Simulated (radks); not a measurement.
Question: Tc XVI, configuration [Ar] 3d10 (the NIST ground configuration). All-electron calculation, Dirac Kohn-Sham, LDA (Slater exchange, Perdew-Zunger correlation), spin-unpolarised, spherical densities, finite nucleus; Fermi nuclear charge, rms radius 4.4112 fm. Program: a radial shooting solver on a logarithmic mesh with Libxc functionals. Some entries of the table are withheld. Estimate them.

orbital,occ.,eigenvalue (Ry),<r> (bohr),<1/r> (bohr^-1)
1s1/2,2,-1556.904,0.03431,44.66
2s1/2,2,-243.6860,0.1493,10.20
2p1/2,2,-226.9368,0.1270,10.19
2p3/2,4,-218.2344,0.1317,9.674
3s1/2,2,-62.18822,0.4112,3.545
3p1/2,2,-55.72504,0.4034,(1)
3p3/2,4,-54.22661,0.4135,(2)
3d3/2,4,-42.77896,(3),3.167
3d5/2,6,-42.48463,(4),3.135

Answer: 
(1) 3p1/2 <1/r> (bohr^-1): 3.455
(2) 3p3/2 <1/r> (bohr^-1): 3.332
(3) 3d3/2 <r> (bohr): 0.3861
(4) 3d5/2 <r> (bohr): 0.3893
